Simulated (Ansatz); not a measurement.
Consider the formal exchange of groups at the Se–B bond: `FB[SeH]` + `[F][InH][F]` → `[F][In]([F])[SeH]` + `BF`.

Computed with Ansatz on PBE0-D4/def2-TZVP structures; ΔE is electronic, products minus reactants. CCSD(T)/CBS adds triple-zeta CCSD(T) − MP2 to the extrapolated MP2 energy (def2 sets, frozen cores). This one scheme is used for every species. DFT in def2-TZVPP. def2 core potentials past Kr. For In, Se outer-core shells are correlated without core-valence functions, which leaves a few kJ/mol of doubt a bond. Scalar relativity is left out up to krypton. One conformer a species, not always the lowest.

```json
{"level": "BHLYP-D4", "ΔE (kJ/mol)": "-33.0"}
{"level": "CCSD(T)/def2-SVP", "ΔE (kJ/mol)": "-26.5"}
```

Question: What does CCSD(T)/CBS give? (Best estimate.)

Answer: The calculation gave: -27.9 kJ/mol. The listed levels differ from it by -5.1, 1.4 kJ/mol.

Question: What do rigid-rotor, harmonic-oscillator terms from PBE0-D4/def2-TZVP frequencies (298.15 K, 1 bar) make of the CCSD(T)/CBS value? (Best estimate.)

Answer: Ansatz gave: ΔZPE = +2.7 kJ/mol, ΔH = -22.5 kJ/mol, ΔS = 8 J/(mol·K), ΔG = -24.8 kJ/mol.

Largest T1 diagnostic among the species: 0.017.

From BLYP to BHLYP (50 % exact exchange), in def2-TZVPP and without D4, ΔE moves by −6.4 kJ/mol. Leaving LDA and LC-ωPBE aside and taking each functional with its dispersion term where it has one, the values, not all of them listed here, spread over 23.1 kJ/mol, from BHLYP-D4 to B97M-V. LDA lies +14.0 kJ/mol from PBE without D4. In def2-TZVPP, CCSD(T) changes the Hartree–Fock value by +17.2 kJ/mol (the triples alone add +1.5 kJ/mol) and MP2 by +13.4 kJ/mol.
